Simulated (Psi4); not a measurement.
Psi4 was given this input:
```
memory 2 GB

molecule mol {
0 1
Te    0.095049   -0.062731    0.367039
C     0.180361    1.647870   -0.964980
H    -0.813044    1.906612   -1.310615
H     0.818035    1.433381   -1.813880
H     0.592972    2.477015   -0.407373
N    -0.702389   -1.402912   -0.957249
H    -0.103160   -1.528468   -1.763124
H    -1.602776   -1.093379   -1.300421
}

set {
  basis def2-svpd
  reference rks
}

energy('pbe0')
print_variables()
```

**Question.** What is the computed total energy (PBE0/def2-SVPD (Psi4))?

**Answer.** -363.6951 Eh

**Question.** Give the nuclear repulsion energy at the level PBE0/def2-SVPD.

**Answer.** 132.6159 Eh

**Question.** Predict the number of basis functions from PBE0/def2-SVPD.

**Answer.** 115

**Question.** Roughly what does it cost on one core?

**Answer.** roughly 15 core-seconds.
